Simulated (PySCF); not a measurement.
From a computed spectrum to the compound

A species of 9 atoms with charge -1 has these harmonic modes (PBE0, small Gaussian bases with core potentials, PySCF 2.14.0):

```json
{"cm⁻¹": "99", "km/mol": "17.6"}
{"cm⁻¹": "101", "km/mol": "16.9"}
{"cm⁻¹": "101", "km/mol": "16.9"}
{"cm⁻¹": "109", "km/mol": "0.0"}
{"cm⁻¹": "112", "km/mol": "0.0"}
{"cm⁻¹": "154", "km/mol": "0.0"}
{"cm⁻¹": "154", "km/mol": "0.2"}
{"cm⁻¹": "154", "km/mol": "0.2"}
{"cm⁻¹": "212", "km/mol": "0.0"}
{"cm⁻¹": "216", "km/mol": "26.2"}
{"cm⁻¹": "234", "km/mol": "341.6"}
{"cm⁻¹": "239", "km/mol": "349.4"}
{"cm⁻¹": "239", "km/mol": "349.4"}
{"cm⁻¹": "492", "km/mol": "198.5"}
{"cm⁻¹": "492", "km/mol": "206.8"}
{"cm⁻¹": "492", "km/mol": "206.8"}
{"cm⁻¹": "530", "km/mol": "0.0"}
{"cm⁻¹": "4006", "km/mol": "0.0"}
{"cm⁻¹": "4006", "km/mol": "13.7"}
{"cm⁻¹": "4006", "km/mol": "13.7"}
{"cm⁻¹": "4006", "km/mol": "12.7"}
```

**Question.** Which species is it, and in which structure?

**Answer.** [Pr(OH)4]− (singlet in the valence; each metal's 4f electrons, 2 of them, lie in its core potential, out of spins and levels):
```xyz
9

Pr    0.0000    0.0000    0.0000
O     1.4009    1.1309    1.2743
H     1.9779    1.6684    1.8129
O    -1.4009   -1.1309    1.2743
H    -1.9779   -1.6684    1.8129
O     1.1309   -1.4009   -1.2743
H     1.6684   -1.9779   -1.8129
O    -1.1309    1.4009   -1.2743
H    -1.6684    1.9779   -1.8129
```
Ideal gas at 298.15 K and 1 bar: S = 443.9 J/(mol K), Cp = 156.3 J/(mol K), H − H(0 K) = 33.6 kJ/mol (rigid rotor, harmonic modes, spin degeneracy alone, that of the 4f electrons in the core included). The run didn't use the full symmetry, so degenerate modes split by noise. An lcecp potential fixes the number of 4f electrons, so in runs with it no electron can move into or out of that shell.
 This is one of several that fit.
